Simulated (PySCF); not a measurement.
**[Ag(NH3)2]+: computed shieldings and shifts**

[Ag(NH3)2]+, [AgH6N2]+, point group D3.

Geometry (Å), atoms numbered from 1 in this order:
```xyz
9

Ag    0.002    0.001    0.000
N    -0.008   -0.014    2.142
H    -0.424    0.832    2.536
H     0.933   -0.082    2.536
H    -0.538   -0.800    2.523
N     0.008    0.014   -2.142
H    -0.936    0.017   -2.534
H     0.481   -0.803   -2.535
H     0.482    0.834   -2.526
```

Total charge +1.

GIAO calculations in PySCF 2.14.0 with density-fitted response routines on the PBE0-D3(BJ)/def2-SVP structure: isolated species, scalar relativity only through the core potential, equivalent atoms averaged; basis pcSseg-1 (def2-TZVP on Ag).

Question: Give the isotropic shieldings (ppm) with PBE0, wB97X-D.

Answer: 
```csv
atoms,environment,PBE0,wB97X-D
N2/N6,"nitrogen bonded to Ag, 3 H",269.5,269.8
H3/H4/H5/H7/H8/H9,hydrogen on a nitrogen bonded to Ag,29.18,29.28
HOMO–LUMO gap (eV),–,7.34,11.04
```

Question: And the chemical shifts, against references computed in the same way?

Answer: 
```tsv
atoms	nucleus, reference	PBE0	wB97X-D
N2/N6	¹⁵N, NH3	-3.8	-5.8
H3/H4/H5/H7/H8/H9	¹H, TMS	2.08	2.10
```

Question: Which part of the shielding of N2/N6 depends on the functional?

Answer: Diamagnetic: PBE0 314, wB97X-D 314 ppm; paramagnetic: PBE0 -44, wB97X-D -44 ppm.

Ag is described by an effective core potential, so it has no shielding of its own here; spin–orbit effects on the atoms bonded to it, which can be large, are absent, and the values of these neighbours are rough. Experimental scales use liquid or dissolved standards, which lie at an offset from isolated NH3 (liquid NH3: subtract about 20 ppm).
